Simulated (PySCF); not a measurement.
AlBClH₂N (calculated)

All values are calculated (PySCF 2.14.0). Calculation on a computer-drawn molecule: the log of a Hartree-Fock and frozen-core CCSD(T) single point meant for a local Hartree-Fock minimum, with one planted fault or none, to be diagnosed. Offsets are logged minus clean, where the clean run is the same molecule without the fault. The reference is restricted for singlets and unrestricted otherwise, and also for a bond in bohr or an excited solution. Adding or removing an electron swaps singlet and doublet. The excited solution moves the top pair (singlet) or top alpha electron (doublet) to the lowest empty orbital. Highest occupied and lowest empty are orbital energies over both spins, largest force is the largest gradient component, triples share is (T) over the correlation energy, the T1 limit is 0.02 restricted and 0.045 unrestricted, electrons count all cores, a negative frequency is imaginary (commonest isotopes), and the dipole is about the centre of nuclear charge.

```json
{"formula": "AlBClH2N", "logged_structure": {"atoms_angstrom": [["B", -1.2881, 0.6055, 1.375], ["N", 0.0845, 0.3634, 1.4376], ["Al", 1.6697, 0.0833, 1.51], ["Cl", 3.6957, -0.2744, 1.6022], ["H", -2.0902, -0.3036, 1.4269], ["H", -1.7237, 1.7328, 1.2665]]}, "given": {"meant_charge": 0, "meant_multiplicity": 1, "meant_basis": "cc-pV(D+d)Z", "logged_electrons": 44, "logged_basis_functions": 84, "logged_SCF_converged": "yes", "logged_spin_squared": 0.0, "logged_highest_occupied [eV]": -4.9503, "logged_lowest_empty [eV]": -3.6704, "logged_largest_force [hartree/bohr]": 0.27743, "logged_CC_converged": "no", "logged_dipole_magnitude [debye]": 9.2436, "logged_SCF_stable_within_its_kind": "no", "logged_energy_HF [hartree]": -781.462, "possible_faults": "no fault, one electron removed, one electron added, multiplicity raised by two, geometry at a saddle point, SCF held on an excited solution, minimal basis STO-3G, one bond length entered in bohr, all coordinates scaled", "drawn_bonds_atom": [1, 2, 3, 1, 1], "drawn_bonds_other_atom": [2, 3, 4, 5, 6], "drawn_bonds_order": [1, 2, 1, 1, 1]}, "results": {"planted_fault": "SCF held on an excited solution", "HF_energy_offset_from_clean_run [kcal/mol]": 194.2}, "notes": ["CCSD not converged"]}
```
